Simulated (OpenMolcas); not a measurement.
Os2+ (d6) among equal point charges was computed by CASSCF with the d shell active (OpenMolcas, ANO-RCC-VDZP on the metal). Its lowest spin-free states, and all those of the highest spin:

| 2S+1 | Degeneracy | E (cm-1) |
| --- | --- | --- |
| 5 | 2 | 0.0 |
| 5 | 2 | 2246 |
| 3 | 1 | 7023 |
| 5 | 1 | 10282 |
| 3 | 1 | 11244 |
| 3 | 1 | 11771 |
| 3 | 2 | 11916 |
| 1 | 2 | 14330 |
| 3 | 2 | 15416 |
| 3 | 2 | 16276 |
| 1 | 1 | 16904 |
| 3 | 2 | 17338 |

Task: Is the site octahedral, tetrahedral or cube-like, axial, or of lower symmetry?

Result: The states with 2S+1 = 5 have orbital degeneracies 2, 2, 1. There are pairs but no triples, so the site is axial: not cubic, but with a proper or improper axis of order three or more. The run had Os2+ among 5 point charges of -2 e arranged as a trigonal bipyramid (D3h), 2.04 Å from the ion, with the axial distance 2.305 Å.

Spin-orbit coupling mixes the spin-free states strongly: the lowest level takes only 60 % from its leading state, 5E. An orbital doublet at a regular site is open to a Jahn-Teller distortion, which this geometry leaves out. Without dynamic correlation the repulsion within the d shell is too large (B by tens of per cent), so at a given field states of lower spin stand too high. This shell can be high or low spin here, a state of another spin lies low, and with metal d orbitals alone active their balance is uncertain, so the ground spin may be wrong. Point charges give a weaker field than real ligands, and real ions of this kind are as a rule low spin; the high spin found here belongs to the model. This is an electrostatic model: the charges have no orbitals. An unlabelled pair can be two single states that coincide in this model. No measured value stands beside these numbers.
